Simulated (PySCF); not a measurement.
C2H6GeO3. Atoms are numbered in the order given.

```xyz
12

C      2.2072    -0.7543     0.3199
C      1.3167     0.1523    -0.4744
O      1.7131     0.9458    -1.2929
Ge    -0.6508     0.0668    -0.1316
O     -1.1104     1.1021     1.2428
O     -0.9557    -1.5895     0.4242
H      1.8491    -1.7927     0.2412
H      3.2496    -0.6634    -0.0160
H      2.1289    -0.4828     1.3862
H     -1.4786     0.4646    -1.3714
H     -1.4696     1.9545     0.9752
H     -1.7719    -1.6723     0.9298
```

Geometry optimised at PBE0-D3(BJ)/def2-SVP. The structure was generated by enumeration, and PubChem lists no compound with its InChIKey, so it may never have been made. Other conformers were not sampled.

Computed with TDDFT-PBE0/def2-SVPD (PySCF).

Vertical excitations. Isolated molecule, no solvent.

Computed excitation energies, oscillator strengths and character:
```json
[
 {"state": "S1", "energy (eV)": "3.55", "λ (nm)": "349", "f": "0.001", "main pairs": "HOMO→LUMO 97 %"},
 {"state": "S2", "energy (eV)": "6.09", "λ (nm)": "204", "f": "0.013", "main pairs": "HOMO→LUMO+1 89 %"},
 {"state": "S3", "energy (eV)": "6.21", "λ (nm)": "200", "f": "0.001", "main pairs": "HOMO→LUMO+2 71 %, HOMO−1→LUMO 14 %"},
 {"state": "S4", "energy (eV)": "6.41", "λ (nm)": "193", "f": "0.005", "main pairs": "HOMO−1→LUMO 72 %, HOMO→LUMO+2 19 %"},
 {"state": "S5", "energy (eV)": "6.76", "λ (nm)": "184", "f": "0.022", "main pairs": "HOMO−2→LUMO 67 %, HOMO→LUMO+3 10 %"},
 {"state": "S6", "energy (eV)": "6.82", "λ (nm)": "182", "f": "0.035", "main pairs": "HOMO→LUMO+3 66 %, HOMO−2→LUMO 18 %, HOMO→LUMO+4 12 %"},
 {"state": "S7", "energy (eV)": "7.10", "λ (nm)": "175", "f": "0.186", "main pairs": "HOMO→LUMO+4 66 %, HOMO→LUMO+3 22 %"},
 {"state": "S8", "energy (eV)": "7.43", "λ (nm)": "167", "f": "0.052", "main pairs": "HOMO−3→LUMO 83 %"},
 {"state": "S9", "energy (eV)": "7.47", "λ (nm)": "166", "f": "0.030", "main pairs": "HOMO→LUMO+5 83 %"},
 {"state": "S10", "energy (eV)": "7.69", "λ (nm)": "161", "f": "0.003", "main pairs": "HOMO−4→LUMO 30 %, HOMO−1→LUMO+1 27 %, HOMO−6→LUMO 15 %, HOMO−5→LUMO 8 %"},
 {"state": "T1", "energy (eV)": "2.88", "λ (nm)": "431", "f": "0", "main pairs": "HOMO→LUMO 96 %"},
 {"state": "T2", "energy (eV)": "5.73", "λ (nm)": "216", "f": "0", "main pairs": "HOMO−5→LUMO 51 %, HOMO−4→LUMO 22 %, HOMO−8→LUMO 10 %"},
 {"state": "T3", "energy (eV)": "5.91", "λ (nm)": "210", "f": "0", "main pairs": "HOMO→LUMO+1 69 %"},
 {"state": "T4", "energy (eV)": "5.98", "λ (nm)": "207", "f": "0", "main pairs": "HOMO→LUMO+2 48 %, HOMO→LUMO+1 22 %, HOMO−1→LUMO 16 %"}
]
```
Triplets are in the Tamm–Dancoff approximation, which puts them higher than full response would, so one can lie above its singlet here.
